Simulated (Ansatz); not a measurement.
Reaction (atomization): `C#[C][Ge]([CH3])[F]`• → 3 C• + F• + Ge• + 4 H•

Isolated molecules relaxed with PBE0-D4/def2-TZVP in Ansatz; ΔE leaves out vibrations. CCSD(T)/CBS is the MP2 limit (def2-TZVPP, def2-QZVPP) plus CCSD(T) − MP2 in def2-TZVPP, frozen cores. This one scheme is used for every species, atoms too. For atomizations the MP2-based limit and the directly extrapolated one differ by several kJ/mol either way, and by 10 to 25 for some Ge, Se and Sn compounds, so smaller differences from it don't rank the levels. Functionals use def2-TZVPP. No spin–orbit coupling; open shells (•) take unrestricted orbitals. Spin–orbit coupling would lower the free atoms: a little for C, F; clearly for Ge. Bonds to Ge are less sure, by a few kJ/mol each and by 10 to 20 or more in all where they break to atoms, as the def2 sets lack core-valence functions. Scalar relativity is left out up to krypton.

```
             level  ΔE (kJ/mol)  difference from CCSD(T)/CBS
            PBE-D4       3638.9                        102.6
           BLYP-D4       3544.0                          7.7
            B97M-V       3550.0                         13.7
           ωB97M-V       3534.6                         -1.7
            B2PLYP       3513.1                        -23.2
            revPBE       3488.3                        -48.0
            r2SCAN       3556.7                         20.4
           r2SCAN0       3481.8                        -54.5
         CAM-B3LYP       3528.0                         -8.3
           LC-ωPBE       3532.5                         -3.8
  CCSD(T)/def2-SVP       3349.9                       -186.4
     HF/def2-TZVPP       2572.3                       -964.0
SCS-MP2/def2-TZVPP       3501.5                        -34.8
     HF/def2-QZVPP       2575.9                       -960.4
     MP2/CBS(def2)       3626.2                         89.9
    CCSD/CBS(def2)       3470.2                        -66.1
       CCSD(T)/CBS       3536.3                            0
```

Largest T1 diagnostic among the species: 0.017.

At CCSD(T), def2-SVP lies −186.4 kJ/mol from the extrapolated value and def2-TZVPP −76.8 kJ/mol: correlation converges slowly with the basis, and small sets miss more of it in the bonded molecule than in its fragments. From r2SCAN to r2SCAN0 (25 % exact exchange), in def2-TZVPP and without D4, ΔE moves by −74.9 kJ/mol: exact exchange takes away binding that semilocal exchange gives to molecules.
